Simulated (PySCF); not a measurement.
A species of formula C5H13PSi2 has this rotational fingerprint, computed with PBE0-D3(BJ)/def2-SVP geometry optimisation, gas phase (PySCF):

```
Rotational constants : A = 3783, B = 501.0, C = 484.9 MHz
Dipole components    : |μa| = 1.10 D, |μb| = 0.00 D, |μc| = 1.14 D
Inertial defect      : -100.17 u·Å²
κ                    : -0.99
```

**Question.** Which structure is it? (One computed conformer of each.)
A. `[PH2:1][Si@H:2]1[CH2:3][Si@H:4]([CH:5]2[CH2:6][CH2:7]2)[CH2:8]1` with H–P1–Si2–C3 82° and 176°, C3–Si4–C5–C6 93°
B. `[CH3:1][P:2]1[CH2:3][CH2:4][C:5]([SiH3:6])=[C:7]1[SiH3:8]` with C1–P2–C3–C4 79°, P2–C3–C4–C5 24°, C3–C4–C5–Si6 163°, C1–P2–C7–C5 -92°

**Answer.** A. It is P[Si@H]1C[Si@H](C2CC2)C1, a near-prolate asymmetric top, point group Cs. The candidates at the same level (rigid rotor, commonest isotopes):

```tsv
SMILES	A (MHz)	B (MHz)	C (MHz)	μa (D)	μb (D)	μc (D)	Δ (u·Å²)	point group	rotor
P[Si@H]1C[Si@H](C2CC2)C1	3783	501.0	484.9	1.10	0.00	1.14	-100.17	Cs	near-prolate asymmetric top
CP1CCC([SiH3])=C1[SiH3]	1439	990.3	670.3	0.18	1.59	0.95	-107.51	C1	asymmetric top
```

`CP1CCC([SiH3])=C1[SiH3]` has B 98 % too high. In the right answer the mirror of this Cs structure is the ac plane, so μb vanishes by symmetry (the 0.01 D computed is a residue). No structure here is proved a minimum.
